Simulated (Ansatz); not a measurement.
One change: `[SiH3][GaH2]` becomes `S[SiH2][GaH2]`.

Ansatz, PBE0-D4/def2-TZVP geometries, multiplicity 1. Each molecule was computed in one conformer, which needn't be the lowest.

Scalar relativity is left out up to krypton.

```
                               property  `[SiH3][GaH2]`
  HOMO–LUMO gap (B3LYP/def2-TZVPP) / eV            5.03
      LUMO energy (PBE/def2-TZVPP) / eV           -2.95
  HOMO energy (ωB97M-V/def2-TZVPP) / eV           -9.66
     HOMO energy (PBE0/def2-TZVPP) / eV           -7.64
     LUMO energy (PBE0/def2-TZVPP) / eV           -2.15
HOMO–LUMO gap (ωB97M-V/def2-TZVPP) / eV            9.24
```

Question: Give the same properties after the change, and the shifts. (Best estimate.)

Answer: Ansatz gave: 
```json
{"property": "HOMO–LUMO gap (B3LYP/def2-TZVPP) / eV", "`S[SiH2][GaH2]`": "4.42", "shift": "-0.61"}
{"property": "LUMO energy (PBE/def2-TZVPP) / eV", "`S[SiH2][GaH2]`": "-2.92", "shift": "0.03"}
{"property": "HOMO energy (ωB97M-V/def2-TZVPP) / eV", "`S[SiH2][GaH2]`": "-9.03", "shift": "0.63"}
{"property": "HOMO energy (PBE0/def2-TZVPP) / eV", "`S[SiH2][GaH2]`": "-7.01", "shift": "0.63"}
{"property": "LUMO energy (PBE0/def2-TZVPP) / eV", "`S[SiH2][GaH2]`": "-2.15", "shift": "0.00"}
{"property": "HOMO–LUMO gap (ωB97M-V/def2-TZVPP) / eV", "`S[SiH2][GaH2]`": "8.59", "shift": "-0.65"}
```

B3LYP here is the variant with VWN-RPA as its local correlation; programs differ in this.
